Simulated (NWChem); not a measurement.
System: morpholine (C₄H₉NO); SMILES C1COCCN1

Output (shortened):

```
             Northwest Computational Chemistry Package (NWChem) 7.3.0
             --------------------------------------------------------

                             Geometry "geometry" -> ""
                             -------------------------

 Output coordinates in angstroms (scale by  1.889725989 to convert to a.u.)

  No.       Tag          Charge          X              Y              Z
 ---- ---------------- ---------- -------------- -------------- --------------
    1 C                    6.0000    -0.22282900     0.71359900     1.20499300
    2 C                    6.0000     0.22283200    -0.74776100     1.17440800
    3 O                    8.0000    -0.24458900    -1.40091300     0.00000000
    4 C                    6.0000     0.22283200    -0.74776100    -1.17440800
    5 C                    6.0000    -0.22282900     0.71359900    -1.20499300
    6 N                    7.0000     0.28221900     1.37588800     0.00000000
    7 H                    1.0000    -1.32670100     0.74134100     1.28176900
    8 H                    1.0000     0.19160100     1.21031600     2.09063900
    9 H                    1.0000     1.32325800    -0.79459400     1.22131000
   10 H                    1.0000    -0.19201500    -1.30270400     2.02147000
   11 H                    1.0000     1.32325800    -0.79459400    -1.22131000
   12 H                    1.0000    -0.19201500    -1.30270400    -2.02147000
   13 H                    1.0000     0.19160100     1.21031600    -2.09063900
   14 H                    1.0000    -1.32670100     0.74134100    -1.28176900
   15 H                    1.0000     0.01217700     2.35665100     0.00000000

 Effective nuclear repulsion energy (a.u.)     262.8371155731

  pbe96 is a nonlocal functional; adding pw91lda local functional.

                                 NWChem DFT Module
                                 -----------------

 Summary of "ao basis" -> "ao basis" (spherical)
 ------------------------------------------------------------------------------
       Tag                 Description            Shells   Functions and Types
 ---------------- ------------------------------  ------  ---------------------
 C                          def2-svp                 6       14   3s2p1d
 O                          def2-svp                 6       14   3s2p1d
 N                          def2-svp                 6       14   3s2p1d
 H                          def2-svp                 3        5   2s1p

[...]

                                COSMO-SMD solvation results
                                ---------------------------

             internal energy in gas <Psi(g)|H|Psi(g)> =      -287.221497927505
         internal energy in solvent <Psi(s)|H|Psi(s)> =      -287.220755756674
                               delta internal energy  =         0.000742170831 (    0.47 kcal/mol)
   total free energy in solvent <Psi(s)|H+V/2|Psi(s)> =      -287.228639048101
 polarization energy contribution <Psi(s)|V/2|Psi(s)> =        -0.007883291427 (   -4.95 kcal/mol)
    total free energy in solvent including G(SMD-CDS) =      -287.230041250068
                       G(SMD-CDS) energy contribution =        -0.001402201967 (   -0.88 kcal/mol)
     1 M fixed-concentration free energy of solvation =        -0.008543322563 (   -5.36 kcal/mol)

                       DFT Final Molecular Orbital Analysis
                       ------------------------------------

 Vector   22  Occ=2.000000D+00  E=-2.565466D-01
              MO Center= -5.4D-02, -8.7D-01, -4.6D-08, r^2= 2.8D+00
   Bfn.  Coefficient  Atom+Function         Bfn.  Coefficient  Atom+Function
  ----- ------------  ---------------      ----- ------------  ---------------
    33      0.314911   3 O  py               32      0.308365   3 O  px
    36      0.231613   3 O  py               35      0.218544   3 O  px
    19     -0.187976   2 C  py               47     -0.187976   4 C  py
   100      0.162029  10 H  s               110      0.162029  12 H  s
    31     -0.158051   3 O  s                 5      0.140448   1 C  py

 Vector   23  Occ=2.000000D+00  E=-2.077551D-01
              MO Center= -1.4D-03, -6.9D-01, -1.2D-08, r^2= 2.6D+00
   Bfn.  Coefficient  Atom+Function         Bfn.  Coefficient  Atom+Function
  ----- ------------  ---------------      ----- ------------  ---------------
    32      0.424235   3 O  px               33     -0.323204   3 O  py
    35      0.310886   3 O  px               36     -0.251323   3 O  py
    74     -0.188070   6 N  px                5     -0.182528   1 C  py
    61     -0.182528   5 C  py               73      0.166799   6 N  s
    95     -0.145174   9 H  s               105     -0.145174  11 H  s

 Vector   24  Occ=2.000000D+00  E=-1.811560D-01
              MO Center=  1.6D-01,  9.3D-01,  7.1D-11, r^2= 2.4D+00
   Bfn.  Coefficient  Atom+Function         Bfn.  Coefficient  Atom+Function
  ----- ------------  ---------------      ----- ------------  ---------------
    74      0.487488   6 N  px               77     -0.401582   6 N  px
    73     -0.228956   6 N  s                86     -0.187389   7 H  s
   121     -0.187389  14 H  s                85     -0.172989   7 H  s
   120     -0.172989  14 H  s                72     -0.130792   6 N  s
    33     -0.129387   3 O  py               96     -0.126295   9 H  s

 Vector   25  Occ=0.000000D+00  E= 4.147147D-02
              MO Center= -2.4D-01,  1.0D+00,  4.0D-08, r^2= 7.2D+00
   Bfn.  Coefficient  Atom+Function         Bfn.  Coefficient  Atom+Function
  ----- ------------  ---------------      ----- ------------  ---------------
     3      0.898932   1 C  s                59      0.898932   5 C  s
   126     -0.792232  15 H  s                91     -0.658980   8 H  s
   116     -0.658980  13 H  s                73      0.550286   6 N  s
    86     -0.542179   7 H  s               121     -0.542179  14 H  s
   101     -0.514500  10 H  s               111     -0.514500  12 H  s

[...]
```

Level: PBE/def2-SVP, SMD on the gas-phase geometry. Geometry: optimised at B3LYP/6-31G* (spherical d). Solvent: acetonitrile.

Task: Write an input that gives this output.

Result: One answer among several that fit: the input that was run:
```
start job
memory heap 200 mb stack 900 mb global 1100 mb
geometry units angstroms noautosym nocenter noautoz
  C     -0.222829     0.713599     1.204993
  C      0.222832    -0.747761     1.174408
  O     -0.244589    -1.400913     0.000000
  C      0.222832    -0.747761    -1.174408
  C     -0.222829     0.713599    -1.204993
  N      0.282219     1.375888     0.000000
  H     -1.326701     0.741341     1.281769
  H      0.191601     1.210316     2.090639
  H      1.323258    -0.794594     1.221310
  H     -0.192015    -1.302704     2.021470
  H      1.323258    -0.794594    -1.221310
  H     -0.192015    -1.302704    -2.021470
  H      0.191601     1.210316    -2.090639
  H     -1.326701     0.741341    -1.281769
  H      0.012177     2.356651     0.000000
end
basis spherical
  * library def2-svp
end
dft
  xc xpbe96 cpbe96
  iterations 150
end
cosmo
  do_cosmo_smd true
  solvent acetntrl
end
task dft energy
```
